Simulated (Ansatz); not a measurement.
Zr(OH)2Cl2 (ZrCl₂O₂H₂), relaxed as a singlet with RKS r2SCAN-D4/def2-SVP in Ansatz, starting from the GFN2-xTB geometry. Force threshold 0.02 eV/Å.

In the def2 sets Zr takes a core potential; there is no spin–orbit coupling.

Start:

Cartesian coordinates in Å:
```
Zr 0.059 -0.310 0.223
O -1.238 -0.264 -1.086
H -1.812 0.230 -1.679
O 1.059 1.231 0.384
H 1.381 2.061 0.023
Cl 1.455 -2.080 -0.068
Cl -0.904 -0.868 2.204
```

| step | energy (eV) | largest force component (eV/Å) | SCF passes |
| --- | --- | --- | --- |
| 1 | -30446.4123 | 2.645 | 28 |
| 2 | -30446.8293 | 0.405 | 35 |
| 3 | -30446.8598 | 0.201 | 31 |
| 4 | -30446.8764 | 0.387 | 31 |
| 5 (rejected) | -30446.8497 | 1.604 | 35 |
| 6 | -30446.8952 | 0.044 | 29 |
| 7 (rejected) | -30446.8933 | 0.621 | 29 |
| 8 | -30446.8987 | 0.023 | 30 |
| 9 | -30446.9004 | 0.006 | 30 |
| 10 | -30446.9005 | 0.022 | 31 |
| 11 | -30446.9006 | 0.001 | 24 |

Force components are those of the run's own axes.

End:

```xyz
7

Zr    0.0621   -0.3322    0.2408
O    -1.2785   -0.2009   -1.1014
H    -1.9186   -0.0376   -1.7977
O     1.0783    1.2729    0.3242
H     1.5296    2.1192    0.2885
Cl    1.5095   -2.1318   -0.2930
Cl   -0.9823   -0.6896    2.3385
```

By distances, no bond broke or formed. The bond that changes most is Zr1–Cl7, from 2.27 to 2.37 Å (atoms count from 1).

The force fell under the threshold at step 9, but the optimiser went on. No frequencies were taken in this run, so the end may be a saddle point.

It took 28 s on 4 threads of Arm Neoverse V2 on a shared host.
